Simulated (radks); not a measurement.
The numbers below are computed, except where a source is named.
How relativity changes the ionisation of the caesium ion Cs44+ ([Ne] 3s1) to Cs45+ ([Ne]). Spin-unpolarised spherical Kohn-Sham, PBE, point nucleus unless stated (finite: rms radius 4.8041 fm), a radial shooting solver on a logarithmic mesh with Libxc functionals. A level marked "c x" has the speed of light scaled by that factor.

level                        E(Cs44+) (hartree)  E(Cs45+) (hartree)  IE (eV)   HOMO  <r> HOMO (bohr)
non-rel.                             -5705.9554          -5582.6799   3354.5     3s           0.2748
scalar-rel.                          -5917.6761          -5789.3680   3491.4     3s           0.2637
scalar-rel., finite nucleus          -5917.3823          -5789.0783   3491.3     3s           0.2637
Dirac                                -5920.4142          -5792.1142   3491.2  3s1/2           0.2631
Dirac, finite nucleus                -5920.1195          -5791.8236   3491.1  3s1/2           0.2631
Dirac, c x 0.85                      -6013.3661          -5882.8962   3550.3  3s1/2           0.2584
Dirac, c x 1.5                       -5796.8585          -5671.4503   3412.5  3s1/2           0.2697
Dirac, c x 5                         -5713.8760          -5590.4146   3359.6  3s1/2           0.2743

NIST Atomic Spectra Database: 3485 eV (theoretical). The relativistic part of the total energy of Cs44+ is -214.2 hartree (Dirac, finite nucleus), 3.8 % of the non-relativistic value. Spin polarisation and multiplet splitting of open shells are left out at every level.

Beside tabulated values, note that relativity, absent from the non-relativistic runs, is large for the heavy elements, and spin-unpolarised runs miss the spin-polarisation part of the exchange energy of open shells.
